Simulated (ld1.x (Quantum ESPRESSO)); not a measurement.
# An all-electron radial function and its pseudo partner (Ti)

Columns: radius, all-electron u(r) and pseudo u(r) of the 3p shell (level -38.78 eV) of titanium in the configuration [Ne] 3s2 3p6 3d2 4s2 4p0; PBEsol, scalar-relativistic, PAW scheme, ld1.x (Quantum ESPRESSO) 7.5.

```json
{"r (bohr)": "0.105", "all-electron": "0.4166", "pseudo": "-0.0143"}
{"r (bohr)": "0.210", "all-electron": "0.4997", "pseudo": "-0.0560"}
{"r (bohr)": "0.315", "all-electron": "0.2048", "pseudo": "-0.1215"}
{"r (bohr)": "0.420", "all-electron": "-0.1944", "pseudo": "-0.2052"}
{"r (bohr)": "0.525", "all-electron": "-0.5469", "pseudo": "-0.3000"}
{"r (bohr)": "0.630", "all-electron": "-0.8014", "pseudo": "-0.3981"}
{"r (bohr)": "0.735", "all-electron": "-0.9546", "pseudo": "-0.4917"}
{"r (bohr)": "0.840", "all-electron": "-1.0229", "pseudo": "-0.5736"}
{"r (bohr)": "0.945", "all-electron": "-1.0283", "pseudo": "-0.6380"}
{"r (bohr)": "1.050", "all-electron": "-0.9911", "pseudo": "-0.6809"}
{"r (bohr)": "1.155", "all-electron": "-0.9275", "pseudo": "-0.7006"}
{"r (bohr)": "1.260", "all-electron": "-0.8498", "pseudo": "-0.6972"}
{"r (bohr)": "1.365", "all-electron": "-0.7663", "pseudo": "-0.6730"}
{"r (bohr)": "1.470", "all-electron": "-0.6826", "pseudo": "-0.6320"}
{"r (bohr)": "1.575", "all-electron": "-0.6023", "pseudo": "-0.5788"}
{"r (bohr)": "1.680", "all-electron": "-0.5275", "pseudo": "-0.5189"}
{"r (bohr)": "1.785", "all-electron": "-0.4592", "pseudo": "-0.4571"}
{"r (bohr)": "1.890", "all-electron": "-0.3979", "pseudo": "-0.3977"}
{"r (bohr)": "1.995", "all-electron": "-0.3434", "pseudo": "-0.3434"}
{"r (bohr)": "2.100", "all-electron": "-0.2954", "pseudo": "-0.2954"}
{"r (bohr)": "2.205", "all-electron": "-0.2536", "pseudo": "-0.2536"}
{"r (bohr)": "2.310", "all-electron": "-0.2171", "pseudo": "-0.2171"}
{"r (bohr)": "2.415", "all-electron": "-0.1856", "pseudo": "-0.1856"}
{"r (bohr)": "2.520", "all-electron": "-0.1585", "pseudo": "-0.1585"}
{"r (bohr)": "2.625", "all-electron": "-0.1351", "pseudo": "-0.1351"}
{"r (bohr)": "2.730", "all-electron": "-0.1150", "pseudo": "-0.1150"}
```

Problem. How many radial nodes do the two functions have?

Solution. The all-electron 3p function has n − l − 1 = 1; the pseudo-wave has 0, since the states of the same l below it are removed with the core.

Problem. At about which radius was the pseudo-wave matched?

Solution. 2.10 bohr. The columns agree to 0.0005 from 1.89 bohr on; several derivatives are matched, so the curves merge somewhat inside the radius.

Problem. Is the pseudo-wave norm-conserving?

Solution. No, it belongs to a PAW set: the norm inside the radius is not constrained, and the difference is carried by the augmentation charge.
